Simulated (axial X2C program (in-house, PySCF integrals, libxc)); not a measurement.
**ClCoCl⁻: properties at the nuclei**

Calculated with an in-house all-electron X2C program for linear molecules (integrals from PySCF): two-component X2C with atomic mean-field Coulomb and Gaunt terms, Gaussian nuclei, basis Cl dyall-av3z, Co dyall-v3z with contracted cores.

Cl–Co–Cl held linear, with bonds 2.149 and 2.149 Å (near the PBE0 minimum at charge -1 of the determinant lowest at the starting distance; the state shown can have its own minimum elsewhere, held linear; other orders of the atoms were not compared).

Determinant lowest in the PBE0 search, Ω = 1 (⟨Sz⟩ = 1.00, ⟨Lz⟩ = 0.00 at PBE0), spin on the atoms Cl 0.01, Co 0.98, Cl 0.01:

```tsv
level	A∥/gI Cl (MHz)	qzz Cl (a.u.)	A∥/gI Co (MHz)	qzz Co (a.u.)
PBE0	-14	0.81	132	1.94
HF	-6.77	0.52	-161	1.51
r2SCAN	-12.3	0.78	184	1.95
```

A∥ (defined per Ω) follows by multiplying with gI = μI/(I μN); qzz is the electric field gradient, eQq0 = 234.96 MHz × Q/barn × qzz. The operators were transformed with the bare-nucleus X2C matrices; with these basis sets, hyperfine constants and field gradients can be off by tens of per cent, and where levels differ in sign neither size nor sign is settled.

With Q(35Cl) = -0.08112 barn, Q(59Co) = 0.42 barn (Q from Pyykkö, Mol. Phys. 2018), turn the PBE0 values of the first state into constants in MHz.

eQq0(35Cl) = 234.96 × (-0.08112) × (0.81) = -15.4 MHz; eQq0(59Co) = 234.96 × (0.42) × (1.94) = 191 MHz.

The molecule was held linear; bending was not examined, so a bent shape may lie lower.

Each state is one determinant with collinear spin, which with several unpaired electrons need not be a pure state. Unrestricted Hartree–Fock can overshoot spin polarisation at the nuclei. For an anion, determinants above electron detachment, or with a positive highest level, are held by the basis set. With several open shells hyperfine constants can be off by a factor of several. Open-shell Ω = 0 determinants with evenly filled partner blocks cannot be reached by this program, so the Ω shown need not be the lowest component. At HF a later determinant lies lower. States lie within half an eV, so the first need not be the ground state. Further determinants of the search, some of them spin-mixed, are not shown. Where a field gradient or hyperfine factor spreads by more than a factor of two over the levels, a constant derived from it is not to be relied on.
